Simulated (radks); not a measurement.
Values are calculated unless marked as measured or tabulated.
Task: Coulomb parameter of the 4f shell of the gadolinium ion Gd+ in the model configuration [Xe] 4f7 5d1 6s1, as a second difference U = [E(n + 0.25) + E(n - 0.25) - 2 E(n)] / (0.25)^2 with all orbitals relaxed. "Bare": the charge of the atom changes with n. "Screened": the 6s shell takes up the change at fixed total charge, which measures U(4f,4f) + U(6s,6s) - 2 U(4f,6s). Code: a radial shooting solver on a logarithmic mesh with Libxc functionals. Model: Dirac Kohn-Sham, LDA (Slater exchange, Perdew-Wang correlation), spin-unpolarised, spherical densities, point nucleus; open shells are shared between the two j in proportion to 2j + 1. Estimate both.

Result: U(bare) = 15.473 eV, U(screened by 6s) = 7.059 eV, against the Slater integral F0(4f,4f) = 29.305 eV with frozen orbitals.
